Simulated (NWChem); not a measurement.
methylammonium (CH6N cation); SMILES [NH3+]C

All runs: NWChem. Each level has its own optimisation; frequencies are unscaled.

Order these runs by computing time, cheapest first, and give rough ratios: PBE/def2-SVP; PBE/STO-3G; PBE/def2-TZVP.

PBE/STO-3G (1), PBE/def2-SVP (4), PBE/def2-TZVP (10). Ratios are rough, from one shared machine; the cheapest took roughly 13 core-seconds. What differs between the cheapest and the dearest: r C–N (Å) 1.552 → 1.511; r C–H (Å) 1.111 → 1.095; r H–N (Å) 1.069 → 1.032; highest harmonic frequency (cm⁻¹) 3602 → 3388.
